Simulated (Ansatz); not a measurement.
Q: Name a neutral molecule of F, Ge, O, S, Si and H with HOMO–LUMO gap (PBE/def2-TZVPP) between 5.10 and 5.40 eV and HOMO–LUMO gap (B3LYP/def2-TZVPP) between 6.80 and 7.10 eV (Ansatz, PBE0-D4/def2-TZVP geometry).

A: `[OH][GeH]([F])[S][SiH3]` (5.34 eV, 6.97 eV). Other molecules can fit too; these were computed, each in one conformer that needn't be the lowest.

B3LYP here is the variant with VWN-RPA as its local correlation; programs differ in this.
